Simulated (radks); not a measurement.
Values are calculated unless marked as measured or tabulated.
Effect of the nuclear size on the nickel ion Ni+, [Ar] 3d9. Code: a radial shooting solver on a logarithmic mesh with Libxc functionals. Model: Dirac Kohn-Sham, LDA (Slater exchange, Perdew-Wang correlation), spin-unpolarised, spherical densities, finite nucleus; open shells are shared between the two j in proportion to 2j + 1; Fermi nuclear charge, rms radius 3.7757 fm. The rms radius is varied about that value; shifts are against it.

| rms radius (fm) | total energy shift (eV) | density at nucleus (e/bohr^3) | 1s1/2 shift (meV) | 2s1/2 shift (meV) | 3s1/2 shift (meV) |
|---|---|---|---|---|---|
| 3.3717 | -0.0318 | 1.96e+04 | -13.5 | -1.27 | -0.190 |
| 3.5038 | -0.0218 | 1.956e+04 | -9.28 | -0.867 | -0.130 |
| 3.7757 | 0 | 1.949e+04 | 0.000 | 0.000 | 0.000 |
| 4.0098 | 0.0200 | 1.943e+04 | 8.52 | 0.796 | 0.120 |
| 4.4855 | 0.0642 | 1.933e+04 | 27.3 | 2.55 | 0.384 |

Slopes of the eigenvalues against <r^2> in GHz/fm^2, as finite differences over the two radii next to the reference (eigenvalue slopes, not the field-shift constants of lines): 1s1/2 1130, 2s1/2 106, 3s1/2 15.9.
